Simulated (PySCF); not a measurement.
TiI₃H, SMILES [I][TiH]([I])[I], multiplicity 1. Atoms are numbered in the order given.

```xyz
5

Ti     0.0000     0.0000     0.4322
I     -2.1556    -1.2445    -0.0731
I      0.0000     2.4890    -0.0731
I      2.1556    -1.2445    -0.0731
H      0.0000     0.0000     2.1131
```

Geometry optimised at PBE-D3(BJ)/def2-SVP. The spin state was assumed, not searched. The structure was generated by enumeration; whether it is a known compound was not checked. The def2 effective core potentials stand for the cores of I; spin–orbit coupling is left out.

All values below come from PBE-D3(BJ)/def2-SVP (PySCF).

Frequencies are harmonic and unscaled.

Modes within 1.5 cm⁻¹ of each other (mostly degenerate sets) share a row, with their intensities summed.

```
mode  ν (cm⁻¹)  IR (km/mol)  moving atoms (share of kinetic energy)
----  --------  -----------  --------------------------------------
1–2         47          0.2                                  I 93 %
3           62          0.2                         Ti 58 %, I 40 %
4          182          1.0                         I 71 %, Ti 28 %
5–6        314         87.0                 Ti 63 %, H 20 %, I 17 %
7–8        454         56.9                         H 79 %, Ti 19 %
9         1719         90.3                                  H 98 %
```
